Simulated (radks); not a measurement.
Question: Species: Cu XII. Configuration: [Ar]. All-electron calculation, non-relativistic Kohn-Sham, PBE, spin-unpolarised, spherical densities, point nucleus. Program: a radial shooting solver on a logarithmic mesh with Libxc functionals. Some entries of the table are withheld. Estimate them.

orbital  occ.  eigenvalue (eV)  r(max) (bohr)
1s          2              (1)        0.03489
2s          2        -1368.782            (2)
2p          6        -1240.722            (3)
3s          2        -391.8076         0.5870
3p          6        -350.4730         0.5760
3d          0              (4)         0.4959
4s          0        -173.3395            (5)

Answer: 
(1) 1s eigenvalue (eV): -9068.055
(2) 2s r(max) (bohr): 0.1997
(3) 2p r(max) (bohr): 0.1596
(4) 3d eigenvalue (eV): -283.5837
(5) 4s r(max) (bohr): 1.311
